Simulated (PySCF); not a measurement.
## Diatomics of S with the alkali metals

CCSD(T) with double-zeta basis sets in PySCF, for the lowest determinant that a PBE0 search found; no spin–orbit coupling. De refers to high-spin ground-configuration atoms.

```
 M                        basis  reference, frozen orbitals  state (unpaired electrons)  Re (Å)  ωe (cm⁻¹)  De (eV)
Li  aug-cc-pVDZ/aug-cc-pV(D+d)Z                      UHF, 5               doublet (π ↑)   2.176        546     2.89
Na          cc-pVDZ/cc-pV(D+d)Z                      UHF, 6               doublet (π ↑)   2.535        317     2.09
 K                   x2c-SVPall                     UHF, 10               doublet (π ↑)   2.862        250     1.91
Rb                     def2-SVP                      UHF, 5               doublet (π ↑)   2.991        225     1.90
Cs                    def2-SVPD                      UHF, 5               doublet (π ↑)   3.216        185     2.40
```

The shortest bond is that of LiS (2.176 Å), the longest that of CsS (3.216 Å).

The rows differ in basis set, which adds steps of its own.

Down a group the atoms grow and get heavier, so bonds lengthen and wavenumbers fall; this series shows no clear exception.

Correlated steps freeze the inner cores (5 to 10 orbitals); shallow outer-core shells are correlated. Correlated levels converge slowly with the basis: in double zeta they bind strong bonds too weakly, by up to about 1 eV, and carry superposition errors of some tenths. Spin–orbit coupling is left out, which matters for elements this heavy, above all for dissociation energies. States were picked by a PBE0 search and need not be the measured ground states.
